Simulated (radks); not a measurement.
Task: Radial electron density D(r) = 4 pi r^2 rho(r) of an atom or ion with 8.5 electrons. All-electron calculation, non-relativistic Kohn-Sham, BLYP, spin-polarised, spherical densities, point nucleus. Program: a radial shooting solver on a logarithmic mesh with Libxc functionals.

r (bohr),D(r) (e/bohr),spin D(r)
0.003852,0.2261,0.00416
0.004705,0.3298,0.00606
0.005747,0.4789,0.00880
0.007019,0.6912,0.0127
0.008573,0.9902,0.0182
0.01047,1.406,0.0258
0.01279,1.975,0.0361
0.01562,2.738,0.0499
0.01908,3.735,0.0677
0.0233,4.995,0.0898
0.02846,6.524,0.116
0.03449,8.205,0.143
0.04212,10.07,0.171
0.05145,11.86,0.192
0.06284,13.30,0.199
0.07676,14.08,0.184
0.09375,13.98,0.142
0.1145,12.98,0.0802
0.1399,11.40,0.0191
0.1708,9.855,-0.00200
0.2086,8.992,0.0630
0.2548,9.141,0.242
0.3113,10.02,0.510
0.3802,10.84,0.778
0.4643,10.70,0.921
0.5672,9.212,0.864
0.6927,6.693,0.637
0.8461,3.979,0.361
1.033,1.866,0.151
1.262,0.6604,0.0437
1.542,0.1675,0.00800
1.883,0.02840,0.000766

What is the nuclear charge?

Result: Z = 13. The innermost maximum, from 1s, lies near 1/Z = 0.0769 bohr (found: 0.0831), and its height grows with Z. The density is that of the aluminium ion Al4.5+ in [He] 2p6 2s(up 0.5, down 0); the configuration itself is not fixed sharply by these data, and Z only to about a unit. D(r) has 2 maxima, at r = 0.0831, 0.412 bohr, and minima at 0.224 bohr, inside which lie 2.28 electrons.
